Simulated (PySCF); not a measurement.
Predicted microwave data (PySCF, PBE0-D3(BJ)/def2-SVP geometry optimisation, gas phase) for one isomer of CH7NOSi:

- Rotational constants: A = 13500, B = 3210, C = 2933 MHz
- Dipole components: |μa| = 1.74 D, |μb| = 1.27 D, |μc| = 0.09 D
- Inertial defect: -22.58 u·Å²
- κ: -0.95

**Question.** Which structure is it? (One computed conformer of each.)
A. `[CH3:1][O:2][SiH2:3][NH2:4]` with C1–O2–Si3–N4 175°, O2–Si3–N4–H 75° and -68°
B. `[NH2:1][CH2:2][SiH2:3][OH:4]` with H–N1–C2–Si3 -80° and 162°, N1–C2–Si3–O4 -34°, C2–Si3–O4–H 17°
C. `[CH3:1][NH:2][SiH2:3][OH:4]` with C1–N2–Si3–O4 88°, N2–Si3–O4–H -66°

**Answer.** C. It is CN[SiH2]O, a near-prolate asymmetric top, point group C1. The candidates at the same level (rigid rotor, commonest isotopes):

| SMILES | A (MHz) | B (MHz) | C (MHz) | μa (D) | μb (D) | μc (D) | Δ (u·Å²) | point group | rotor |
| --- | --- | --- | --- | --- | --- | --- | --- | --- | --- |
| CN[SiH2]O | 13500 | 3210 | 2933 | 1.74 | 1.27 | 0.09 | -22.58 | C1 | near-prolate asymmetric top |
| CO[SiH2]N | 19558 | 3069 | 2835 | 0.03 | 0.54 | 0.05 | -12.23 | near Cs | near-prolate asymmetric top |
| NC[SiH2]O | 9278 | 4402 | 3311 | 3.31 | 0.99 | 0.30 | -16.62 | C1 | asymmetric top |

`NC[SiH2]O` has B 37 % too high; `CO[SiH2]N` has A 45 % too high. No structure here is proved a minimum.
